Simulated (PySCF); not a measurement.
Species: C9H9F.
Numbering: `[F:1][c:2]1[cH:3][cH:4][cH:5][c:6]([CH:7]2[CH2:8][CH2:9]2)[cH:10]1` (hydrogens: H11 on C3; H12 on C4; H13 on C5; H14 on C7; H15, H16 on C8; H17, H18 on C9; H19 on C10)

Theory: PBE0-D3(BJ)/def2-SVP geometry optimisation, gas phase in PySCF.

Task: List the bond lengths, angles and torsions at this level.

Result: 
| bond | length (bohr) |
| --- | --- |
| F1–C2 | 2.521 |
| C2–C3 | 2.627 |
| C3–C4 | 2.631 |
| C4–C5 | 2.633 |
| C5–C6 | 2.647 |
| C6–C7 | 2.806 |
| C7–C8, C7–C9 | 2.850 |
| C8–C9 | 2.818 |
| C6–C10 | 2.648 |
| C2–C10 | 2.621 |
| C3–H11 | 2.062 |
| C4–H12 | 2.065 |
| C5–H13 | 2.064 |
| C7–H14 | 2.067 |
| C8–H15, C9–H18 | 2.067 |
| C8–H16, C9–H17 | 2.065 |
| C10–H19 | 2.064 |

Bonds in one row agree within 0.02 bohr and their mean is given. A selection of angles:
| angle | degrees |
| --- | --- |
| F1–C2–C3 | 119.1 |
| F1–C2–C10 | 118.7 |
| C3–C2–C10 | 122.2 |
| C2–C3–C4 | 118.0 |
| C3–C4–C5 | 120.7 |
| C4–C5–C6 | 120.9 |
| C5–C6–C7 | 119.9 |
| C5–C6–C10 | 118.4 |
| C7–C6–C10 | 121.8 |
| C6–C7–C8 | 121.5 |
| C8–C7–C9 | 59.3 |
| C7–C8–C9 | 60.4 |
| C2–C10–C6 | 119.8 |

Torsions: C5–C6–C7–C8 147° (anticlinal); C6–C7–C8–C9 110° (anticlinal); C6–C7–C9–C8 -111° (anticlinal). The mirror-image conformer, all signs reversed, is as good.

The C–C distances run from 1.387 Å (C2–C10, aromatic) to 1.509 Å (C7–C9, drawn single), a spread of 0.122 Å. The 3-membered ring C7–C8–C9 has internal angles of 59.3° to 60.4°. Of the pairs four or more bonds apart, H15···H19 is among the closest relative to their van der Waals radii: 2.31 Å, 96 % of the sum of Bondi's values. The 6-membered ring C2–C3–C4–C5–C6–C10 has internal angles of 118.0° to 122.2°; it is planar, 0.00 Å rms from its mean plane, widest ring torsion 0°.

Point group: near Cs, missed by 0.09 Å at most; the miss may be what the optimiser left on a soft mode. No frequency check. The numbers are those of one conformer.
